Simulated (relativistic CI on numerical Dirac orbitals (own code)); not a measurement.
Fe3+: resonant inelastic scattering at the L2,3 edge

Computed with this model: Dirac-Coulomb-Breit CI, separate exchange-only KLI orbitals for each configuration, model QED (radiative potential, 1s self-energy scaled to tabulated hydrogen-like ionisation energies), valence Slater integrals scaled by 0.8, Kramers-Heisenberg scattering through one core-hole configuration in a parametric crystal field; configurations [Ar] 3d5 → [He] 2s2 2p5 3s2 3p6 3d6; 300 K; core-hole width 0.6 eV; summed over polarisations. Incident energies are the highest absorption maxima for each field (at most a few, so the weaker spin-orbit partner edge can be absent), on the computed scale of the free ion. Intensities are in per cent of the strongest line above 0.02 eV; levels within 1 cm⁻¹ are merged; final levels count from the ground level, the first row holds all elastic scattering, lines under 0.4 are left out and each table stops after 24 rows. The scale of the Slater integrals is a model choice and moves the terms in proportion.

Field parameters in Wybourne normalisation: D4h B²₀ = −7Ds, B⁴₀ = 21(Dq − Dt), B⁴₄ = 21√(5/14) Dq. The field is a parameter set, without covalency.

S is read from ⟨S²⟩ = S(S + 1).

D4h, 10Dq = 25600, Ds = -1500, Dt = 20 cm⁻¹:

```tsv
Final level (eV)	Degeneracy	Irrep	S	709.5 eV	713.7 eV	725.3 eV
0.000	2	Γ7	0.51	101.6	371.9	169.6
0.075	2	Γ6	0.51	21.4	100.0	24.2
0.254	2	Γ7	2.49	0.1	2.4	1.2
0.255	4	Γ6+Γ7	2.49	0.2	5.7	2.3
0.531	2	Γ7	0.52	42.5	27.9	14.3
1.065	2	Γ7	1.51	0.9	7.4	10.2
1.080	2	Γ7	1.50	1.7	5.9	18.0
1.088	2	Γ6	1.50	1.0	5.8	11.9
1.100	2	Γ6	1.50	0.3	4.9	3.3
1.131	2	Γ6	1.50	0.2	7.2	11.3
1.133	2	Γ7	1.50	0.9	8.9	30.2
1.341	2	Γ6	1.50	0.4	23.2	14.6
1.343	2	Γ7	1.50	0.3	20.5	11.1
2.425	2	Γ6	1.50	0.8	27.8	18.2
2.436	2	Γ6	1.50	0.2	2.6	15.2
2.445	2	Γ7	1.50	0.3	8.4	17.9
2.453	2	Γ7	1.49	0.1	7.1	10.7
2.760	2	Γ7	0.52	1.0	7.8	24.0
2.788	2	Γ6	0.51	3.7	24.6	39.4
2.791	2	Γ7	0.51	4.4	8.4	24.9
2.846	2	Γ6	0.50	1.8	4.6	10.5
3.090	2	Γ7	0.52	1.4	19.1	57.4
3.098	2	Γ6	0.51	3.8	3.1	25.5
3.137	2	Γ6	0.51	0.6	11.3	18.1
```

D4h, 10Dq = 25600, Ds = -860, Dt = 20 cm⁻¹:

| Final level (eV) | Degeneracy | Irrep | S | 712 eV | 713.7 eV | 725.3 eV |
| --- | --- | --- | --- | --- | --- | --- |
| 0.000 | 2 | Γ7 | 0.52 | 187.7 | 487.1 | 215.0 |
| 0.077 | 2 | Γ6 | 0.52 | 11.4 | 100.0 | 29.7 |
| 0.185 | 2 | Γ7 | 2.49 | 1.0 | 3.0 | 1.5 |
| 0.186 | 4 | Γ6+Γ7 | 2.49 | 3.9 | 8.1 | 3.5 |
| 0.337 | 2 | Γ7 | 0.52 | 9.5 | 32.8 | 15.5 |
| 1.044 | 2 | Γ7 | 1.51 | 5.3 | 7.8 | 11.8 |
| 1.055 | 2 | Γ7 | 1.50 | 8.6 | 8.0 | 20.7 |
| 1.061 | 2 | Γ6 | 1.51 | 3.6 | 6.2 | 8.2 |
| 1.062 | 2 | Γ6 | 1.50 | 5.4 | 8.2 | 10.9 |
| 1.064 | 2 | Γ7 | 1.50 | 15.6 | 11.3 | 32.9 |
| 1.072 | 2 | Γ6 | 1.50 | 1.6 | 8.2 | 4.4 |
| 1.572 | 2 | Γ6 | 1.50 | 12.5 | 26.8 | 21.7 |
| 1.573 | 2 | Γ7 | 1.50 | 5.9 | 28.2 | 13.1 |
| 2.180 | 2 | Γ6 | 1.50 | 5.0 | 40.8 | 19.6 |
| 2.189 | 2 | Γ6 | 1.50 | 7.3 | 2.6 | 17.8 |
| 2.196 | 2 | Γ7 | 1.50 | 7.0 | 12.6 | 24.5 |
| 2.204 | 2 | Γ7 | 1.50 | 9.4 | 5.5 | 10.0 |
| 2.728 | 2 | Γ7 | 0.51 | 15.0 | 9.4 | 28.3 |
| 2.749 | 2 | Γ6 | 0.51 | 11.1 | 27.7 | 47.0 |
| 2.760 | 2 | Γ7 | 0.51 | 15.6 | 10.8 | 27.4 |
| 2.811 | 2 | Γ6 | 0.50 | 5.8 | 5.7 | 8.0 |
| 3.048 | 2 | Γ7 | 0.51 | 8.8 | 27.8 | 81.5 |
| 3.087 | 2 | Γ6 | 0.51 | 10.1 | 16.1 | 17.3 |
| 3.090 | 2 | Γ7 | 0.51 | 5.8 | 26.9 | 35.2 |

D4h, 10Dq = 25600, Ds = -210, Dt = 20 cm⁻¹:

```tsv
Final level (eV)	Degeneracy	Irrep	S	711.9 eV	713.7 eV	725.4 eV
0.000	2	Γ7	0.53	221.5	493.9	243.3
0.088	2	Γ6	0.58	6.7	69.0	24.3
0.124	2	Γ7	2.44	1.2	5.9	1.5
0.126	2	Γ7	2.49	2.7	4.6	3.1
0.126	2	Γ6	2.47	1.4	7.6	1.8
0.152	2	Γ7	0.66	7.8	44.1	16.1
1.000	2	Γ6	1.51	3.8	6.5	5.1
1.004	2	Γ7	1.50	15.8	10.0	23.7
1.013	2	Γ7	1.51	4.8	6.9	8.9
1.022	2	Γ7	1.50	14.8	11.2	27.2
1.025	2	Γ6	1.50	9.4	8.1	5.6
1.031	2	Γ6	1.50	1.1	9.6	5.4
1.814	2	Γ6	1.50	10.6	22.9	24.7
1.814	2	Γ7	1.50	7.4	24.6	11.4
1.956	2	Γ6	1.50	4.6	35.7	11.6
1.961	2	Γ6	1.50	9.7	4.3	14.4
1.965	2	Γ7	1.50	8.0	17.6	23.9
1.970	2	Γ7	1.50	11.3	2.8	10.0
2.688	2	Γ7	0.51	12.3	8.4	21.9
2.704	2	Γ6	0.51	11.7	21.0	43.4
2.721	2	Γ7	0.51	10.9	13.7	37.4
2.767	2	Γ6	0.50	7.6	3.2	4.2
3.003	2	Γ7	0.51	9.7	25.9	100.0
3.029	2	Γ7	0.51	8.8	25.2	45.3
```

For the first field the strongest loss at the lowest incident energy is the level at 0.53 eV (S = 0.52, against 0.51 in the thermal ground state). Levels of other spin, the first over 8 % at 1.07 eV, appear because spin-orbit coupling of the core hole, and in heavier ions of the valence shell too, mixes spins.
